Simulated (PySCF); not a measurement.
2-methylprop-2-en-1-amine (C4H9N), SMILES C(=C)(C)CN.

Geometry: B3LYP-D3(BJ)/def2-SVP. The values are those of a single conformer.

All values below come from TDA-PBE/def2-SVPD (PySCF 2.14.0).

Vertical excitations. The molecule is in vacuum.

Computed excitation energies, oscillator strengths and character:
```csv
state,energy (eV),λ (nm),f,main pairs
S1,4.89,254,0.004,HOMO→LUMO 100 %
S2,5.71,217,0.004,HOMO→LUMO+1 100 %
S3,6.11,203,0.047,"HOMO−1→LUMO+1 80 %, HOMO−1→LUMO 19 %"
S4,6.38,194,0.006,HOMO→LUMO+2 99 %
S5,6.72,184,0.025,HOMO→LUMO+3 94 %
S6,6.81,182,0.031,HOMO−1→LUMO+2 79 %
S7,6.85,181,0.007,HOMO→LUMO+4 89 %
S8,7.17,173,0.159,"HOMO−1→LUMO+4 50 %, HOMO−1→LUMO 18 %, HOMO−1→LUMO+3 15 %"
S9,7.22,172,0.015,HOMO−1→LUMO+3 84 %
S10,7.48,166,0.004,HOMO→LUMO+5 94 %
T1,4.38,283,0,HOMO−1→LUMO 95 %
T2,4.77,260,0,HOMO→LUMO 99 %
T3,5.54,224,0,HOMO→LUMO+1 98 %
T4,6.06,204,0,HOMO−1→LUMO+1 97 %
```
Triplets are in the Tamm–Dancoff approximation.
